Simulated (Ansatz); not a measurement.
Species: C4H7NSi, SMILES `C(/C#N)([SiH3])=C\C` (charge 0, multiplicity 1), formula C4H7NSi.

Q: How many basis functions does Ansatz (a quantum-chemistry and plane-wave program) with frozen-core CCSD(T)/cc-pVTZ // B3LYP-D3(BJ)/def2-TZVP use, how many core orbitals are frozen, and how many electrons are correlated?

A: 282 basis functions and 10 frozen orbitals, which leaves 32 correlated electrons. Core time is of the order of minutes.
